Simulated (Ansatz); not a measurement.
Process, species as SMILES: ClBr (Cl-Br) → Br atom + Cl atom
B3LYP-D3(BJ)/def2-TZVP geometries, fixed; electronic energies without zero-point terms.

Basis-set convergence of the atomisation energy at PBE with Ansatz (an electronic-structure program). All functions are spherical. The program fits the integrals of some runs and decomposes those of others, by size. Open shells are unrestricted. No added dispersion term, no relativity. Functions are those of the species that has most. Reference: the value in aug-cc-pV(5+d)Z, 62.20 kcal/mol, itself unsure by roughly 0.09 kcal/mol (its mean distance from pcseg-4, aug-pcseg-3, aug-cc-pV(Q+d)Z). Deviations are taken from unrounded values.

```json
[
 {"basis": "aug-pcseg-1", "functions": "63", "atomisation energy (kcal/mol)": "57.10", "minus reference (kcal/mol)": "-5.10"},
 {"basis": "aug-cc-pV(D+d)Z", "functions": "68", "atomisation energy (kcal/mol)": "59.16", "minus reference (kcal/mol)": "-3.04"},
 {"basis": "def2-SVPD", "functions": "68", "atomisation energy (kcal/mol)": "57.14", "minus reference (kcal/mol)": "-5.06"},
 {"basis": "def2-TZVPD", "functions": "103", "atomisation energy (kcal/mol)": "61.85", "minus reference (kcal/mol)": "-0.35"},
 {"basis": "def2-TZVPPD", "functions": "108", "atomisation energy (kcal/mol)": "61.87", "minus reference (kcal/mol)": "-0.33"},
 {"basis": "aug-pcseg-2", "functions": "109", "atomisation energy (kcal/mol)": "61.61", "minus reference (kcal/mol)": "-0.59"},
 {"basis": "aug-cc-pV(T+d)Z", "functions": "114", "atomisation energy (kcal/mol)": "61.76", "minus reference (kcal/mol)": "-0.44"},
 {"basis": "def2-QZVPPD", "functions": "177", "atomisation energy (kcal/mol)": "62.09", "minus reference (kcal/mol)": "-0.11"},
 {"basis": "aug-cc-pV(Q+d)Z", "functions": "182", "atomisation energy (kcal/mol)": "62.06", "minus reference (kcal/mol)": "-0.14"},
 {"basis": "aug-pcseg-3", "functions": "182", "atomisation energy (kcal/mol)": "62.08", "minus reference (kcal/mol)": "-0.13"},
 {"basis": "aug-cc-pV(5+d)Z", "functions": "276", "atomisation energy (kcal/mol)": "62.20", "minus reference (kcal/mol)": "0.00"}
]
```

The smallest set listed that lies within 2 kcal/mol of the reference with all its larger relatives (same family, alike in diffuse functions; a set with none counts only in the reference's own line) is def2-TZVPD (103 functions, -0.35 kcal/mol off).
